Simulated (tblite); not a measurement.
C5H11FSi.
Geometry (GFN2-xTB, Å), atoms numbered from 1 in this order:
```xyz
18
C5H11FSi angstrom
C      2.2063   -0.1740   -0.4013
C      0.8632   -0.1642    0.3164
Si    -0.4097   -1.4908   -0.2194
C     -1.8966   -0.3077   -0.0494
C     -1.3286    0.9613    0.5959
C      0.1027    1.1449    0.1044
F      0.0627    1.4380   -1.2511
H      2.0645   -0.0472   -1.4715
H      2.8430    0.6353   -0.0440
H      2.7189   -1.1178   -0.2302
H      1.0460   -0.2445    1.3925
H     -0.1927   -1.9524   -1.5892
H     -0.4395   -2.6132    0.7231
H     -2.2977   -0.0624   -1.0323
H     -2.7222   -0.7020    0.5394
H     -1.3011    0.8576    1.6816
H     -1.9277    1.8399    0.3506
H      0.5996    2.0054    0.5729
```

Level: GFN2-xTB in tblite, geometry and Hessian alike; calculated harmonic values, unscaled, isolated species. Against measured fundamentals such values can be off by several per cent, at times by over 20. Modes of hydrogen on silicon can be 10 to 20 % off. One conformer, not necessarily the lowest.

Harmonic wavenumbers (cm⁻¹): 70.2, 152.7, 211.3, 224.2, 253.1, 363.3, 380.2, 458.0, 494.6, 562.2, 633.5, 646.6, 692.4, 716.2, 771.0, 794.7, 884.4, 902.8, 976.3, 994.3, 1011.2, 1080.1, 1091.2, 1114.5, 1152.8, 1174.5, 1226.5, 1264.3, 1268.1, 1301.4, 1311.0, 1319.5, 1416.9, 1471.4, 1485.0, 1501.9, 1507.1, 2248.0, 2284.9, 2893.5, 2934.4, 2979.3, 2992.0, 2999.8, 3003.5, 3015.5, 3032.4, 3045.8.

A = 2617, B = 2276, C = 1527 MHz; mass 118.061 u (most abundant isotopes); point group C1, symmetry number 1.

Task: What is the zero-point energy?

Result: Half the sum of the wavenumbers: 32154 cm⁻¹ = 91.93 kcal/mol.

Task: Entropy at 400 K, 1 bar (ideal gas, RRHO, classical rotation)?

Result: Translation 41.70, rotation 28.84, vibration 28.49: S = 99.0 cal/(mol K).

Task: And Cp and H(400 K) − H(0)?

Result: Cp = 43.73 cal/(mol K), of which vibrations give 35.78 (their classical limit is 48 R = 95.4); H(400 K) − H(0) = 9.73 kcal/mol without the zero-point energy, 6.55 from vibrations.

Task: What must be added to the electronic energy to get the Gibbs energy at 400 K and 1 bar?

Result: ZPE + [H(400 K) − H(0)] − T·S = 91.93 + 9.73 − 39.61 = 62.05 kcal/mol.

Task: Which modes carry the vibrational entropy at 400 K?

Result: 70.2 cm⁻¹: 4.73; 152.7 cm⁻¹: 3.20; 211.3 cm⁻¹: 2.58; 224.2 cm⁻¹: 2.47; 253.1 cm⁻¹: 2.24; 363.3 cm⁻¹: 1.59 cal/(mol K); the other 42 give 11.68 together.

Task: How do the functions run with temperature in this model?

Result: 
```csv
T (K),S (cal/(mol K)),Cp (cal/(mol K)),H − H(0) (kcal/mol),G − H(0) (kcal/mol),ln q(vib)
100,63.5,14.6,1.06,-5.30,0.70
200,76.4,23.7,2.96,-12.31,2.25
300,87.9,33.9,5.84,-20.53,4.09
500,109.7,52.1,14.54,-40.32,8.19
800,138.4,69.6,33.04,-77.66,14.58
1000,154.8,77.2,47.77,-107.01,18.69
```

q(vib) and H(0) count from the zero-point level.

Task: Blend soft modes into free rotors: weight 1/[1 + (100 cm⁻¹/ν̃)⁴] for the oscillator and the rest for a rotor with moment μB/(μ + B), μ = h/(8π²ν), B = 10⁻⁴⁴ kg m². What vibrational entropy results?

Result: 27.42 cal/(mol K) in place of 28.49, which changes −T·S at 400 K by +0.43 kcal/mol.

Hindered rotation and anharmonicity are outside this model. Other conformers, if any are populated, would add a mixing term that is left out. The structure is chiral; the term R ln 2 for an equal mix with its mirror image is left out.
